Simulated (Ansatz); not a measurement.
silanone (H2OSi), singlet, at a GFN2-xTB geometry; PBE0/cc-pVQZ (Ansatz, a first-principles code).

The Ansatz input:
Ansatz 0.2 input:
```yaml
crystal:
  periodic: [false, false, false]
  atoms:
    - {symbol: Si, position_ang: [0.06685327, -0.42675674, 0.00274181]}
    - {symbol: O, position_ang: [-0.16591088, 1.05908930, -0.00680439]}
    - {symbol: H, position_ang: [-0.98465592, -1.43401683, -0.00031696]}
    - {symbol: H, position_ang: [1.37599714, -1.06410322, 0.01636676]}
basis:
  gaussian:
    orbitals: cc-pVQZ
hamiltonian:
  xc: pbe0
```

Output, abridged:

```
Functional definition: PBE0
642 factors; their error is unknown
mean field evaluation 1: about -9945.1533 eV, gradient 6.4e1 eV
mean field evaluation 2: about -9879.6471 eV, gradient 1.7e2 eV
mean field evaluation 4: about -9952.3678 eV, gradient 3.5e0 eV
mean field evaluation 8: about -9952.4479 eV, gradient 1.5e-1 eV
mean field -9952.44795260 eV, -365.7457162465 hartree, gradient 4.4e-5 eV, S^2 0.000000; 0 other end points of the search recorded, 0 dependent functions left out
reference -9952.44798061 eV, -365.7457172759 hartree; 12, 12 occupied and 162, 162 virtual orbitals, 642 factors
Total energy: -9952.44798061 eV, -365.7457172759 hartree
```
